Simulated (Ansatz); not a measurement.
Basis-set extrapolation for `FB1N=CN1` (PBE0-D4/def2-TZVP geometry, frozen core, the Gaussian-basis code of Ansatz). Multiplicity 1, RHF reference.

```tsv
	def2-TZVPP	def2-QZVPP
HF	-272.219009	-272.231430
MP2 correlation	-0.885158	-0.953629
CCSD(T) correlation	-0.934630	not run
```

Energies in hartree. Use E(X) = E(∞) + A·exp(−7.88·√X) for Hartree–Fock and E(X) = E(∞) + B·X^(−2.97) for correlation, with X = 3 and 4, and add CCSD(T) minus MP2 of the smaller set to the MP2 limit.

Problem. What is the CCSD(T) energy at the basis-set limit?

Solution. HF limit: -272.231430 + (-0.012421) × 0.13774 = -272.23314. MP2 limit: -0.953629 + (-0.068471) × 0.74074 = -1.00435. Higher-order term: -0.934630 − (-0.885158) = -0.04947. Total: -273.28696 hartree, 350.0 kJ/mol below CCSD(T)/def2-TZVPP.
